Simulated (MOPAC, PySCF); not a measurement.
C$_{5}$H$_{9}$B, SMILES `C(B)(=C)C(C)=C`, neutral singlet in the gas phase. 

Z-matrix (Å, degrees):
```
C
C 1 1.3299
H 2 1.0791 1 122.18
H 2 1.0820 3 116.99 1 180.00
C 1 1.4844 2 121.71 3 0.01
C 5 1.3434 1 120.71 2 179.83
H 6 1.0813 5 120.42 1 179.99
H 6 1.0833 7 116.18 5 179.96
C 1 1.5010 2 120.15 3 -180.00
H 9 1.0878 1 110.80 2 0.02
H 9 1.0922 10 108.15 1 122.20
H 9 1.0922 10 108.16 11 115.60
B 5 1.5427 6 115.52 7 0.02
H 13 1.1895 5 123.76 6 179.94
H 13 1.1914 14 118.23 3 -179.78
```
Charge 0, multiplicity 1.

All levels are single points at this geometry (CAM-B3LYP-D3(BJ)/def2-TZVP); Pople sets use spherical d functions. Orbital energies aren't observables, and empty levels follow the basis.

B3LYP/6-311+G** in PySCF gives dipole (D) = 1.28.

Task: Estimate the dipole (D) from each of these levels: CAM-B3LYP-D3(BJ)/def2-TZVP in PySCF; PBE-D3(BJ)/def2-TZVP in PySCF; B3LYP/3-21G in PySCF; B3LYP/6-31G* in PySCF; M06-2X/6-31G* in PySCF; PBE/6-31G* in PySCF; SVWN5/6-31G* in PySCF; HF/3-21G in PySCF; HF/6-31G* in PySCF; HF/STO-3G in PySCF; PM3 in MOPAC; PM7 in MOPAC.

Result: 
```
level                                dipole (D)
-----------------------------------  ----------
CAM-B3LYP-D3(BJ)/def2-TZVP in PySCF        1.25
PBE-D3(BJ)/def2-TZVP in PySCF              1.40
B3LYP/3-21G in PySCF                       1.39
B3LYP/6-31G* in PySCF                      1.28
M06-2X/6-31G* in PySCF                     1.13
PBE/6-31G* in PySCF                        1.38
SVWN5/6-31G* in PySCF                      1.44
HF/3-21G in PySCF                          1.27
HF/6-31G* in PySCF                         1.14
HF/STO-3G in PySCF                         0.99
PM3 in MOPAC                               1.58
PM7 in MOPAC                               1.18
```
